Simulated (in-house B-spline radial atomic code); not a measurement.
## LDA exchange-only excitations of Re VIII (Re7+)

Method: LDA exchange-only. Computed with a B-spline radial code for spherical atoms: linear response of the closed shell [Xe] 4f14 with the functional's adiabatic kernel; scalar-relativistic (spin-free one-electron X2C), finite nucleus, no spin-orbit coupling, no double excitations, S, P, D and F terms only; shells from n = 3 respond. Only terms of natural parity with L up to 3 were computed.

Spin-orbit coupling is strong here, so these LS terms don't match observed levels.

Command:
```bash
python run_td.py task.json out
```
Settings (radii: box in bohr, nucleus in fm):
```
Z                        75
electrons                68
configuration            [Xe] 4f14
hamiltonian              x2c
method                   lda,
box_radius               12.81
rms_radius               5.3698
intervals                69
```

Cost of the run: 5.5 s on 1 thread of Arm Neoverse N1, on a shared host.

The lowest states, in the order of their Tamm-Dancoff energies; the method's threshold (minus the highest occupied level) is 136.46 eV. Labels give the largest channel, * marks a mixed state, and oscillator strengths are full-response dipole values. Semilocal kernels can invert the small singlet-triplet splittings of Rydberg terms. Energies in eV:

| state | full response | Tamm-Dancoff | oscillator strength |
| --- | --- | --- | --- |
| 5p → 5d 3P* | 46.30 | 46.40 | - |
| 5p → 5d 3F* | 47.35 | 47.40 | - |
| 4f → 5d 3P* | ? | ? | - |
| 4f → 5d 3F* | 48.48 | 48.49 | - |
| 4f → 5d 1F | 48.78 | 48.79 | - |
| 4f → 5d 1P | 49.82 | 49.98 | 0.00798 |
| 5p → 5d 1F | 50.45 | 50.52 | - |
| 5p → 5d 1P | 59.62 | 61.56 | 5.38 |
| 4f → 6s 3F | 63.71 | 63.71 | - |
| 5p → 6s 3P | ? | ? | - |

Problem. Where does 4f → 5d 3P lie?

Solution. At 48.36 eV in full response, 48.36 eV in Tamm-Dancoff.

Problem. Where does 5p → 6s 3P lie?

Solution. At 63.85 eV in full response, 63.86 eV in Tamm-Dancoff.

Problem. How large is the singlet-triplet splitting of 4f → 5d (F terms) in Tamm-Dancoff?

Solution. 0.302 eV, from the unrounded values.

Problem. What polarisabilities and dispersion coefficient does the method give?

Solution. Dipole 1.691 bohr³, quadrupole 1.95 bohr⁵, C6 5.863 hartree·bohr⁶ for two such species.
